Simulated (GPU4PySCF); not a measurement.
C9H21Sb, SMILES C[CH](C)[Sb]([CH](C)C)[CH](C)C.

Coordinates come from a B3LYP-D3(BJ)/def2-TZVP optimisation. The isomer is the one that the SMILES or the coordinates give; other isomers of the formula were not compared. The def2 effective core potentials stand for the cores of Sb; spin–orbit coupling is left out. One conformer was computed; it need not be the lowest.

The numbers are results of TDDFT-PBE/def2-SVPD in GPU4PySCF, not measurements.

Vertical excitations. Gas-phase values at a fixed geometry.

| state | energy (eV) | λ (nm) | f | main pairs |
|---|---|---|---|---|
| S1 | 4.81 | 258 | 0.057 | HOMO→LUMO 80 % |
| S2 | 4.88 | 254 | 0.063 | HOMO→LUMO+1 67 %, HOMO→LUMO+2 16 %, HOMO→LUMO 11 % |
| S3 | 5.06 | 245 | 0.056 | HOMO→LUMO+2 78 %, HOMO→LUMO+1 16 % |
| S4 | 5.54 | 224 | 0.042 | HOMO→LUMO+3 79 %, HOMO→LUMO+4 13 % |
| S5 | 5.56 | 223 | 0.018 | HOMO→LUMO+4 66 %, HOMO→LUMO+3 16 %, HOMO−1→LUMO 16 % |
| S6 | 5.60 | 221 | 0.004 | HOMO−1→LUMO 45 %, HOMO−2→LUMO+1 27 %, HOMO→LUMO+4 13 %, HOMO−2→LUMO 9 % |
| S7 | 5.67 | 218 | 0.001 | HOMO→LUMO+5 70 %, HOMO−1→LUMO+1 15 % |
| S8 | 5.84 | 212 | 0.046 | HOMO−2→LUMO 56 %, HOMO→LUMO+5 10 %, HOMO−1→LUMO+1 9 %, HOMO→LUMO+6 9 % |
| S9 | 5.87 | 211 | 0.035 | HOMO−2→LUMO+1 52 %, HOMO−1→LUMO 12 %, HOMO−1→LUMO+1 9 % |
| S10 | 5.88 | 211 | 0.055 | HOMO−1→LUMO+1 44 %, HOMO−1→LUMO 15 %, HOMO→LUMO+6 9 %, HOMO→LUMO+5 9 % |
| S11 | 6.04 | 205 | 0.004 | HOMO−1→LUMO+2 75 %, HOMO→LUMO+6 12 % |
| S12 | 6.07 | 204 | 0.014 | HOMO−2→LUMO+2 66 %, HOMO→LUMO+6 17 %, HOMO→LUMO+7 11 % |
| T1 | 4.12 | 301 | 0 | HOMO→LUMO 97 % |
| T2 | 4.22 | 294 | 0 | HOMO→LUMO+1 95 % |
| T3 | 4.93 | 252 | 0 | HOMO→LUMO+2 98 % |
| T4 | 5.12 | 242 | 0 | HOMO−2→LUMO 37 %, HOMO→LUMO+3 30 %, HOMO−1→LUMO+1 18 %, HOMO−1→LUMO 6 % |
Triplets are in the Tamm–Dancoff approximation, which puts them higher than full response would, so one can lie above its singlet here.
